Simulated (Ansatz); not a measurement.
CH2N2Si, SMILES `[C-]#[N+][Si]N` (lower singlet) (charge 0, multiplicity 1). This singlet lies 2.42 eV below the relaxed triplet at the level frozen-core CCSD(T)/cc-pVTZ // PBE0-D3(BJ)/def2-TZVP (Ansatz, a program for electronic structure).

Calculation: frozen-core CCSD(T)/6-31g // PBE0-D3(BJ)/def2-TZVP run with Ansatz.

Ansatz 0.2 input:
```yaml
crystal:
  periodic: [false, false, false]
  atoms:
    - { symbol: C, position_ang: [2.525729, -0.511742, -0.032169] }
    - { symbol: N, position_ang: [1.483708, 0.029875, -0.030074] }
    - { symbol: Si, position_ang: [0.128456, 1.180964, -0.042482] }
    - { symbol: N, position_ang: [-1.100135, 0.012187, 0.021146] }
    - { symbol: H, position_ang: [-0.964744, -0.987609, 0.052328] }
    - { symbol: H, position_ang: [-2.073014, 0.276325, 0.03125] }
basis:
  gaussian: { orbitals: "6-31g" }
correlation:
  method: ccsd_t
```

Output:

```
Functional definition: HF
595 factors; integrals over basis functions are off by at most 2.6e-4 eV
mean field evaluation 1: about -11882.4468 eV, gradient 3.3e1 eV
mean field evaluation 2: about -11882.4573 eV, gradient 3.3e1 eV
mean field evaluation 4: about -11884.8688 eV, gradient 3.4e0 eV
mean field evaluation 8: about -11884.9044 eV, gradient 3.5e-4 eV
mean field evaluation 16: about -11884.8924 eV, gradient 2.8e-1 eV
mean field -11884.90441760 eV, -436.7621814693 hartree, gradient 1.5e-6 eV, S^2 0.000000; 0 other end points of the search recorded, 0 dependent functions left out
8 core orbitals not correlated
reference -11884.90441760 eV, -436.7621814693 hartree; 10, 10 occupied and 26, 26 virtual orbitals, 595 factors
second order -9.19536848 eV of doubles, -0.00000000 eV of singles
cycle   1  -9.16383747 eV  change    3.2e-2 eV  update   1.2e-1
cycle   2  -9.59451311 eV  change   -4.3e-1 eV  update   3.7e-2
cycle   3  -9.72610198 eV  change   -1.3e-1 eV  update   2.1e-2
cycle   4  -9.72305726 eV  change    3.0e-3 eV  update   5.7e-3
cycle   5  -9.72483525 eV  change   -1.8e-3 eV  update   2.6e-3
cycle   6  -9.72471236 eV  change    1.2e-4 eV  update   7.9e-4
cycle   7  -9.72406455 eV  change    6.5e-4 eV  update   3.3e-4
cycle   8  -9.72398461 eV  change    8.0e-5 eV  update   9.3e-5
cycle   9  -9.72398304 eV  change    1.6e-6 eV  update   3.3e-5
cycle  10  -9.72397309 eV  change    9.9e-6 eV  update   1.1e-5
perturbative correction -0.35289530 eV, -0.0129686629 hartree
Total energy: -11894.98128599 eV, -437.1324995521 hartree
```
